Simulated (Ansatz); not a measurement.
difluoro(1-fluoroethenyl)borane (C₂H₂BF₃), SMILES C=C(F)B(F)F.

Geometry optimised at B3LYP-D3(BJ)/def2-SVP. The values are those of a single conformer.

Two levels are set side by side: PBE/def2-SVPD (Ansatz, a program for electronic structure) and PBE0/def2-SVPD (Ansatz). Energy differences of separate SCF runs at the same geometry; the states with an electron removed or added have multiplicity 2 and 2. Differences are taken from unrounded values.

```json
[
 {"quantity": "vertical ionisation energy (eV)", "PBE0": "10.87", "PBE": "10.77", "PBE minus PBE0": "-0.10"},
 {"quantity": "vertical singlet–triplet gap (eV)", "PBE0": "3.61", "PBE": "3.72", "PBE minus PBE0": "0.11"}
]
```
